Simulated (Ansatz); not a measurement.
B$_{2}$Cl$_{4}$H$_{2}$O$_{2}$, SMILES `Cl[B-]1(Cl)[OH+][B-](Cl)(Cl)[OH+]1`. Charge 0, multiplicity 1.

```xyz
10

Cl   -0.993    2.466   -0.274
B     0.062    1.041   -0.382
Cl    1.598    1.247   -1.303
O     0.302    0.379    0.990
B    -0.322   -0.941    0.493
Cl    0.928   -2.212    0.225
Cl   -1.746   -1.419    1.442
O    -0.701   -0.226   -0.819
H     1.230    0.312    1.246
H    -0.358   -0.645   -1.618
```

List the harmonic frequencies (cm⁻¹, unscaled) at PBE0-D4/def2-TZVP in Ansatz. (An estimate is asked.)

Ansatz gave: 53, 109, 169, 243, 254, 255, 297, 370, 397, 425, 538, 578, 597, 612, 729, 798, 863, 925, 965, 1017, 1059, 1161, 3817, 3820.

Is this a minimum?

Yes, all 24 modes are real.

Give the ideal-gas thermochemistry at 298.15 K and 1 bar (rigid rotor, harmonic oscillator; point group C2v, symmetry number 2).

Zero-point energy 119.9 kJ/mol; H(298) − E = 145.8 kJ/mol; entropy 393.8 J/(mol·K), of which translation 174.8, rotation 122.8, vibration 96.2; G(298) − E = 28.4 kJ/mol. Modes under 100 cm⁻¹ are hindered rotations or soft bends, so the harmonic entropy is rough.
